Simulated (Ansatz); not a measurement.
System: BH2S, charge 0, doublet. BH2S (SMILES B[S], doublet).
B3LYP-D3(BJ)/def2-TZVP minimum from Ansatz (a program for electronic structure):
```xyz
4

B     -0.7545    -0.8580     0.1056
H     -0.3829    -1.9333     0.4709
H     -1.9065    -0.6700    -0.1504
S      0.3789     0.4308    -0.0530
```
Charge 0, spin multiplicity 2.

Total energies in aug-cc-pV(T+d)Z, 11 correlated electrons, 6 frozen orbitals. Open shells are spin-unrestricted; no spin-orbit coupling. Cores are frozen in correlated methods. No relativity.

```
method    program  energy (Eh)  minus CCSDT(Q) (mEh)
--------  -------  -----------  --------------------
HF         Ansatz   -423.39970                303.21
MP2        Ansatz   -423.65338                 49.53
CCSD       Ansatz   -423.68808                 14.83
CCSD(T)    Ansatz   -423.70080                  2.11
CCSDT(Q)   Ansatz   -423.70291                  0.00
```

Rough core times of Ansatz's runs on a shared machine: CCSD(T) 40 s, CCSDT(Q) 80 min.
